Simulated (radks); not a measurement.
All-electron atom: N in 1s1 2s2 2p3 3d1 (not the ground configuration). Calculated with a radial shooting solver on a logarithmic mesh with Libxc functionals: non-relativistic Kohn-Sham, BP86, spin-polarised, spherical densities, point nucleus; open shells are filled with parallel spins first.

Local quantities along the radius. ELF = 1/(1 + alpha^2) is the electron localisation function; alpha = (tau - tau_W)/tau_unif compares the Pauli kinetic energy density with that of the uniform gas (summed over spins).

| r (bohr) | ELF | alpha |
|---|---|---|
| 0.008213 | 1.000 | 0.008452 |
| 0.01069 | 1.000 | 0.008859 |
| 0.01393 | 1.000 | 0.009418 |
| 0.01828 | 1.000 | 0.01023 |
| 0.0238 | 1.000 | 0.01137 |
| 0.03099 | 1.000 | 0.01304 |
| 0.04068 | 1.000 | 0.01572 |
| 0.05297 | 1.000 | 0.01994 |
| 0.06897 | 0.999 | 0.02723 |
| 0.09053 | 0.998 | 0.04150 |
| 0.1179 | 0.995 | 0.07082 |
| 0.1535 | 0.981 | 0.1407 |
| 0.2015 | 0.897 | 0.3385 |
| 0.2624 | 0.569 | 0.8712 |
| 0.3416 | 0.237 | 1.792 |
| 0.4484 | 0.253 | 1.716 |
| 0.5839 | 0.573 | 0.8632 |
| 0.7603 | 0.820 | 0.4679 |
| 0.998 | 0.889 | 0.3526 |
| 1.299 | 0.884 | 0.3629 |
| 1.692 | 0.800 | 0.4995 |
| 2.221 | 0.473 | 1.055 |
| 2.892 | 0.025 | 6.213 |
| 3.766 | 0.001 | 36.96 |
| 4.943 | 0.009 | 10.65 |
| 6.436 | 0.036 | 5.163 |
| 8.381 | 0.076 | 3.489 |
| 11 | 0.082 | 3.351 |
| 14.32 | 0.037 | 5.077 |
| 18.65 | 0.005 | 13.56 |
| 24.48 | 0.000 | 72.89 |

On this mesh the ELF has minima near r = 0.39 bohr, which separate the shells, and maxima near 1.1 (0.89).

Self-consistent cycle (total energy in hartree, residual of the potential): 1: -38.992848, 2e+00; 2: -39.430235, 1e+00; 3: -39.614436, 1e-01; 4: -39.616427, 2e-02; 5: -39.616603, 5e-03; 6: -39.616632, 7e-04; 7: -39.616636, 4e-04; 8: -39.616637, 2e-04; 9: -39.616637, 7e-05; 10: -39.616637, 3e-05; 11: -39.616637, 9e-06; 12: -39.616637, 2e-06; 13: -39.616637, 1e-06; 14: -39.616637, 2e-07; 15: -39.616637, 8e-08; 16: -39.616637, 2e-08; 17: -39.616637, 9e-09; 18: -39.616637, 5e-09; 19: -39.616637, 8e-10.
